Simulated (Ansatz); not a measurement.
Job for Ansatz (a quantum-chemistry and plane-wave program): R-RI-MP2/def2-QZVPP on I4Sn (SMILES [I][Sn]([I])([I])[I]). Elements past Kr take the def2 small-core potentials; no spin–orbit coupling. The basis file is the Basis Set Exchange's JSON of that set.

Ansatz 0.2 input:
```yaml
crystal:
  periodic: [false, false, false]
  atoms:
    - {symbol: Sn, position_ang: [0.00005439, 0.00001725, -0.00000003]}
    - {symbol: I, position_ang: [1.56078672, 1.54132597, 1.56050704]}
    - {symbol: I, position_ang: [1.54760032, -1.55978349, -1.55523776]}
    - {symbol: I, position_ang: [-1.54231914, 1.56700103, -1.55309307]}
    - {symbol: I, position_ang: [-1.56612228, -1.54856076, 1.54782383]}
basis:
  gaussian:
    orbitals: def2-QZVPP.json
    fitting: {mean_field: def2-universal-JKFIT, correlation: def2-QZVPP-RIFIT.json}
magnetization: {spin_polarized: false}
correlation: {method: mp2, electrons: outside_noble_gas}
scf: {lower_state_search: off}
```

It printed:

```
WARN ansatz: RAYON_NUM_THREADS=4 ignored (pool sized by the plan → 4); use --threads N
Functional definition: HF
these checks for a lower state are left out or cut short: stability, starts, cluster_reference, orbital_swaps, neighbouring_geometries, increment
integrals: 1.20 GiB planned
1090 factors; integrals over basis functions are off by at most 9.5e-1 eV
mean field: 1.93 GiB planned
mean field evaluation 1: about -38099.8672 eV, gradient 2.2e1 eV
mean field evaluation 2: about -38100.5364 eV, gradient 2.3e1 eV
mean field evaluation 4: about -38101.5554 eV, gradient 1.1e0 eV
mean field evaluation 8: about -38101.5664 eV, gradient 1.9e-6 eV
mean field -38101.56644659 eV, -1400.2067407429 hartree, gradient 1.9e-6 eV, S^2 0.000000; 0 other end points of the search recorded, 0 dependent functions left out
45 core orbitals not correlated
1380 factors; their error is unknown
reference -38101.56644659 eV, -1400.2067407429 hartree; 16, 16 occupied and 349, 349 virtual orbitals, 1380 factors
second order -19.66549358 eV of doubles, -0.00000000 eV of singles
Total energy: -38121.23194017 eV, -1400.9294343021 hartree
Checks for a lower state left out: stability, starts, cluster_reference, orbital_swaps, neighbouring_geometries, increment
```

The calculation finished and met its thresholds.

Cost: very roughly 23 core-seconds.
